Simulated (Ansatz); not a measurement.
Ansatz (a program for electronic structure) input (PBE0/def2-TZVPD):

Ansatz 0.2 input:
```yaml
crystal:
  periodic: [false, false, false]
  atoms:
    - {symbol: C, position_ang: [2.28027800, -0.12827858, -0.15235951]}
    - {symbol: C, position_ang: [1.07768763, -0.03693923, -0.06601423]}
    - {symbol: B, position_ang: [-0.43841149, 0.07642905, 0.04238976]}
    - {symbol: C, position_ang: [-1.03070252, 1.43583208, 0.41746337]}
    - {symbol: C, position_ang: [-1.33103859, -1.18768464, -0.23049343]}
    - {symbol: H, position_ang: [3.33782640, -0.20909841, -0.22841653]}
    - {symbol: H, position_ang: [-2.10002144, 1.59802610, 0.51472699]}
    - {symbol: H, position_ang: [-0.42253670, 2.31372931, 0.60759180]}
    - {symbol: H, position_ang: [-2.40116089, -1.00264872, -0.12740857]}
    - {symbol: H, position_ang: [-1.05541099, -2.00295022, 0.44722195]}
    - {symbol: H, position_ang: [-1.14398601, -1.57678106, -1.23724166]}
basis:
  gaussian:
    orbitals: def2-TZVPD
hamiltonian:
  xc: {name: PBE0}
magnetization: {spin_polarized: true, initial_magnetization: 1}
output: {forces: true}
```

Output:

```
Functional definition: PBE0
integrals: 0.13 GiB planned
1167 factors; their error is unknown
0.41 GiB of the device are held for the grids
1.19 GiB of device memory are held for the factors and their scratch space
mean field: 1.48 GiB planned
mean field evaluation 1: about -4905.1435 eV, gradient 4.5e1 eV
mean field evaluation 2: about -4903.3958 eV, gradient 4.6e1 eV
mean field evaluation 4: about -4914.6547 eV, gradient 3.9e0 eV
mean field evaluation 8: about -4914.7250 eV, gradient 5.2e-2 eV
mean field evaluation 16: about -4914.7125 eV, gradient 9.1e-4 eV
mean field -4914.71248301 eV, -180.6123524388 hartree, gradient 4.6e-5 eV, S^2 0.755473; 0 other end points of the search recorded, 0 dependent functions left out
the calculation of the forces begins
reference -4914.71252191 eV, -180.6123538685 hartree; 18, 17 occupied and 221, 222 virtual orbitals, 1167 factors
Total energy: -4914.71252191 eV, -180.6123538685 hartree
Atom 0 at     2.280278    -0.128279    -0.152360 Å, force    -0.054299     0.004866     0.004086 eV/Å
Atom 1 at     1.077688    -0.036939    -0.066014 Å, force     0.005374    -0.001199    -0.000586 eV/Å
Atom 2 at    -0.438411     0.076429     0.042390 Å, force    -0.075266    -0.070443    -0.013864 eV/Å
Atom 3 at    -1.030703     1.435832     0.417463 Å, force     0.014144    -0.020636    -0.005965 eV/Å
Atom 4 at    -1.331039    -1.187685    -0.230493 Å, force     0.027364     0.062759     0.014439 eV/Å
Atom 5 at     3.337826    -0.209098    -0.228417 Å, force     0.093277    -0.007006    -0.006677 eV/Å
Atom 6 at    -2.100021     1.598026     0.514727 Å, force    -0.053110     0.001482     0.003168 eV/Å
Atom 7 at    -0.422537     2.313729     0.607592 Å, force     0.035546     0.041492     0.008628 eV/Å
Atom 8 at    -2.401161    -1.002649    -0.127409 Å, force    -0.025139     0.009533     0.003734 eV/Å
Atom 9 at    -1.055411    -2.002950     0.447222 Å, force     0.016912    -0.014550     0.012829 eV/Å
Atom 10 at    -1.143986    -1.576781    -1.237242 Å, force     0.015196    -0.006297    -0.019792 eV/Å
Dipole moment:    -0.022392     0.084570     0.022574 e Å
```

It need not be the lowest isomer of its formula.
